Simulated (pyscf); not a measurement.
•HN–NH–SiH₃ → H₂N–N•–SiH₃, a hydrogen shift (doublet surface; H–N broken, H–N formed). PySCF, gas phase, ωB97X-D3(BJ)/def2-SVP geometries. Correlated levels are frozen-core, on RHF or UHF. ΔMP2 is the change of the MP2 total energy from the triple- to the quadruple-zeta basis. Energies in kcal/mol from the reactant's lowest minimum found.

Small-basis levels: PySCF, no dispersion term, spherical d functions. AM1 to PM7: differences of heats of formation from MOPAC, which are fitted to 298 K values and so differ in kind from electronic energies by zero-point and thermal terms. Open shells are spin-unrestricted. 

```csv
level,barrier,reaction energy
MP2/6-31G*,57.9,+2.2
PBE/6-31G*,52.2,+0.4
B3LYP/3-21G,60.8,+2.5
B3LYP/LANL2DZ,62.7,+2.6
B3LYP/6-311+G**,56.4,+1.9
B3LYP/def2-SVP,55.8,+1.0
AM1,74.2,+6.2
PM3,63.6,-2.1
PM7,64.7,-5.0
CCSD(T)/def2-TZVPP + ΔMP2(QZVPP),55.5,+2.7
```

Against the last row the barrier runs from -3.2 (PBE/6-31G*) to +18.8 kcal/mol (AM1); B3LYP/def2-SVP happens to lie closest here (0.3 kcal/mol apart). CCSD(T)/def2-TZVPP + ΔMP2(QZVPP) has limits of its own. The same reactants have a lower exit, to H₂N–NH–SiH₂• (barrier +45.9 kcal/mol at ωB97M-D3(BJ)/def2-TZVP, against +55.6 kcal/mol here). •HN–NH–SiH₃ lies 46.1 kcal/mol over its isomer H₂N–SiH•–NH₂ (electronic energy, ωB97M-D3(BJ)/def2-TZVP). H₂N–N•–SiH₃ lies 47.6 kcal/mol over its isomer H₂N–SiH•–NH₂ (electronic energy, ωB97M-D3(BJ)/def2-TZVP). One saddle was located; it need not be the lowest between these sides. The CCSD(T) − MP2 part came from Ansatz, without density fitting, on the same reference.
